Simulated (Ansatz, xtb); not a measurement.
## Isomers of FH4NO2Si in order of energy

3 gas-phase structures of FH4NO2Si, found in a search over its isomers (lower ones may exist). Each was relaxed with GFN2-xTB; where two conformers were screened, the lower at r2SCAN-D4/def2-SVP is listed:

A. `NO[Si@H](O)F`, a singlet
B. `N[Si](O)(O)F`, a singlet
C. `[NH3+][Si@-](=O)(O)F`, a singlet

Task: Make a reasoned guess at their ranking by r2SCAN-D4/def2-SVP single-point energy.

Result: Calculated order at r2SCAN-D4/def2-SVP: B (0.0), C (29.3), A (70.9) kcal/mol.

Energies above the lowest of each column, in kcal/mol; the last columns are at B3LYP/6-31G* geometries:

```tsv
structure	GFN2-xTB	HF/STO-3G	r2SCAN-D4/def2-SVP	B3LYP/6-31G*	CCSD(T)/def2-SVP + ΔMP2/def2-TZVPP
B	0.0	0.0	0.0	0.0	0.0
C	12.3	77.1	29.3	23.0	27.2
A	49.6	38.3	70.9	61.7	74.0
```

Every level run on B puts it lowest or level with the lowest. Flexible structures stand in one conformer each, not always the lowest. The ΔMP2 step shifts differences by up to 6.8 kcal/mol, which makes them less sure. ΔMP2 is the change of the MP2 energy from the smaller to the larger basis.

Programs: Ansatz 0.2.0, xtb 6.7.1 (Pople sets with spherical d functions).
